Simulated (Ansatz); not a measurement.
# SiHF3 (SMILES F[SiH](F)F): the vertical ionisation energy from total energies

SiHF3: 5 atoms, total charge 0, spin state singlet. SMILES: `F[SiH](F)F`. The coordinates come from a PBE0-D4/def2-TZVP relaxation.

Both states at this one shape; open shells run unrestricted unless said. 1 Eh = 27.2114 eV.

```tsv
level	program	singlet SiHF3 (Eh)	doublet [SiHF3]+ (Eh)
HF/STO-3G	Ansatz	-580.356379	-580.012031
BCCD(T)/def2-SVPD, 8 core orbitals frozen	Ansatz	-588.415698	-587.883560
```

Question: Work out the vertical ionisation energy at each level.

Answer: 
1. HF/STO-3G: -580.012031 − (-580.356379) = 0.344348 Eh = 9.37 eV.
2. BCCD(T)/def2-SVPD: -587.883560 − (-588.415698) = 0.532138 Eh = 14.48 eV.

No measured value is set beside it here; the levels span 9.37 to 14.48 eV. Hartree–Fock favours the state with fewer electron pairs, since it lacks pair correlation. Minimal sets are far from the basis-set limit.
